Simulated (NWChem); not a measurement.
GaH, singlet; SMILES [GaH]

```xyz
2

Ga     0.0000     0.0000    -0.0517
H      0.0000     0.0000    -1.7341
```
Atoms are numbered in this order, from 1.

All runs: NWChem. Low-valent species are run as closed-shell singlets; no triplet was tried in these runs. Geometry: optimised at PBE0-D3(BJ)/def2-TZVP. Vzz is the largest principal value of the second derivative of the potential at the nucleus (NWChem prints the opposite sign); η is the asymmetry. Non-relativistic.

```tsv
level	Vzz Ga1 (a.u.)	η Ga1
PBE/cc-pVTZ	-3.526	0.00
PBE/def2-TZVP	-3.883	0.00
Hartree-Fock/def2-TZVP	-3.714	0.00
Hartree-Fock/def2-SVP	-3.225	0.00
```
